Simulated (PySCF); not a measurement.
Estimate the missing entries of this data sheet.

Species: C6H8ClSi (charge -1).
SMILES with atom numbers: `[CH3:1][C:2]#[C:3][Si-:4]([Cl:5])[CH:6]1[CH2:7][CH2:8]1` (hydrogens: H9, H10, H11 on C1; H12 on C6; H13, H14 on C7; H15, H16 on C8)

Conformer (atom-mapped SMILES and torsion angles): `[CH3:1][C:2]#[C:3][Si-:4]([Cl:5])[CH:6]1[CH2:7][CH2:8]1`: C3–Si4–C6–C7 -142°.

```tsv
property	level	value
point group of the GFN2-xTB geometry	GFN2-xTB	?
rotational constants A, B, C of the GFN2-xTB geometry	GFN2-xTB	?
HOMO energy	PBE0/pcSseg-1	?
LUMO energy	PBE0/pcSseg-1	4.18 eV
13C chemical shifts (computed TMS as zero) by class	GIAO PBE0/pcSseg-1	?
1H chemical shifts (computed TMS as zero) by class	GIAO PBE0/pcSseg-1	2.04 (H9/H10/H11), 0.33 (H12), 0.11 (H13/H16), -0.18 (H14/H15) ppm
isotropic shieldings of nuclei other than C and H, by class	GIAO PBE0/pcSseg-1	?
```

Gas-phase values; electronic properties from PySCF, density fitting. The structure is a single GFN2-xTB conformer in the gas phase; no vibrational or solvent corrections. GFN2-xTB frequencies show an imaginary mode (23i cm⁻¹), so this geometry is no minimum at that level. NMR classes are plain means over equivalent atoms (diastereotopic ones count apart unless rotation or inversion swaps them), as if these changed places fast; in this geometry the members of some classes differ. No diffuse functions stand in pcSseg-1, which bears on an anion's orbital energies.

Problem. The 13C chemical shifts (computed TMS as zero) by class?

Solution. 112.4 (C3), 104.6 (C2), 9.3 (C6), 8.2 (C1), 3.9 (C7/C8) ppm.

Problem. The HOMO energy?

Solution. -0.71 eV.

Problem. Give the point group of the GFN2-xTB geometry.

Solution. C1.

Problem. The rotational constants A, B, C of the GFN2-xTB geometry?

Solution. 1.479, 0.945, 0.622 GHz.

Problem. Give the isotropic shieldings of nuclei other than C and H, by class.

Solution. 301 (Si4), 965 (Cl5) ppm.

The rotational constants make it an asymmetric top with κ = (2B − A − C)/(A − C) = -0.25, nearer the prolate limit (−1). With B = h/(8π²I), that is 505.379 GHz u Å² over I, the principal moments of inertia are 341.7, 535.1 and 812.1 u Å² (most abundant isotopes).

For the NMR shielding job (PBE0/pcSseg-1), the run took 65 s wall (grids of density and orbitals included) on one thread of an Arm Neoverse N1, shared host.
